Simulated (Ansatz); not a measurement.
Cost and result for the atomization energy of CHBBrFO (`FC1(Br)BO1`) (6 atoms, 6 bonds).

The species carries charge 0 and has multiplicity 1. Correlated methods include outer-core shells of Br, which these sets cover unevenly. Scalar relativity is left out up to krypton. The geometry is a stationary point of PBE0-D4/def2-TZVP. Program: Ansatz. All runs use 2 threads of an Arm Neoverse V1 on a shared host. Times are those of one run each, without the atoms' runs, and a repeat can differ threefold. Electronic energies, without spin–orbit coupling; frozen cores. CCSD(T)/CBS adds CCSD(T) − MP2 in def2-TZVPP to the MP2 limit, and its time is that of the two runs behind it. T1 = 0.013. With those shells the extrapolation isn't a true limit. B3LYP takes the VWN-RPA correlation (the form of Gaussian; ORCA's B3LYP/G).

CCSD(T)/CBS is a level of theory with its own doubt, some kJ/mol a heavy atom from the limit and from the frozen cores, so smaller differences don't rank the functionals.

```tsv
level	functions	wall time	atomization (kJ/mol)	difference from CCSD(T)/CBS	per bond
BLYP-D4/def2-TZVPP	186	2.8 s	2301.1	32.8	5.5
PBE-D4/def2-TZVPP (with forces)	186	2.9 s	2410.9	142.6	23.8
PBE0-D4/def2-TZVPP	186	3.8 s	2307.9	39.6	6.6
BHLYP-D4/def2-TZVPP	186	4 s	2130.7	-137.6	-22.9
B3LYP-D4/def2-TZVPP (with forces)	186	5 s	2264.3	-4.0	-0.7
r2SCAN-D4/def2-TZVPP (with forces)	186	6.5 s	2315.9	47.6	7.9
r2SCANh-D4/def2-TZVPP	186	6.5 s	2280.9	12.6	2.1
CCSD(T)/def2-SVP	93	8 s	2136.6	-131.7	-21.9
ωB97X-V/def2-TZVPP	186	11 s	2285.2	16.9	2.8
ωB97M-V/def2-TZVPP (with forces)	186	15 s	2288.8	20.5	3.4
MP2/def2-QZVPP	347	23 s	2362.2	93.9	15.7
CCSD(T)/def2-TZVPP	186	2.3 min	2193.1	-75.2	-12.5
CCSD(T)/CBS(def2)	–	2.7 min	2268.3	0.0	0.0
```

In def2-TZVPP, CCSD(T) changes the Hartree–Fock value by +694.1 kJ/mol (the triples alone add +63.3 kJ/mol) and MP2 by +819.0 kJ/mol; breaking electron pairs costs correlation energy, which Hartree–Fock lacks. Leaving LDA and LC-ωPBE aside and taking each functional with its dispersion term where it has one, the values spread over 280.1 kJ/mol, from BHLYP-D4 to PBE-D4. LDA lies +385.2 kJ/mol from PBE without D4, its usual overbinding. From BLYP to BHLYP (50 % exact exchange), in def2-TZVPP and without D4, the atomization energy moves by −157.5 kJ/mol: exact exchange takes away binding that semilocal exchange gives to molecules.
